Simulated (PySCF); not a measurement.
Si(I)(NMe2) (C₂H₆INSi), SMILES CN(C)[Si]I (connectivity only; charge and spin as stated), neutral, multiplicity 1.

Coordinates come from a B3LYP-D3(BJ)/def2-SVP optimisation. The def2 effective core potentials stand for the cores of I; spin–orbit coupling is left out. The values are those of a single conformer.

Two levels are set side by side: PBE/def2-TZVP (PySCF) and ωB97X/def2-TZVP (PySCF). Same geometry, gas phase. Differences are taken from unrounded values.

| quantity | PBE |
|---|---|
| orbital gap (eV) | 3.19 |
| highest occupied level (eV) | -5.74 |
| lowest empty level (eV) | -2.55 |
| dipole moment (D) | 3.51 |
| mean polarisability (bohr³) | 103.2 |

Task: These are the PBE values. What does ωB97X give? (Estimate from the structure and the level; the computed values follow.)

Result: 
| quantity | ωB97X | PBE minus ωB97X |
|---|---|---|
| orbital gap (eV) | 9.01 | -5.82 |
| highest occupied level (eV) | -8.87 | 3.13 |
| lowest empty level (eV) | 0.14 | -2.69 |
| dipole moment (D) | 3.55 | -0.04 |
| mean polarisability (bohr³) | 98.0 | 5.2 |

Without exact exchange PBE keeps part of each electron's self-repulsion, which lifts occupied levels and narrows the gap. PBE's more diffuse valence density responds more strongly to a field. Differences between two approximate levels are no errors against the true value.

Rough cost on one machine, each run with all the roots and properties that it gave: ωB97X against PBE within a factor of 2.
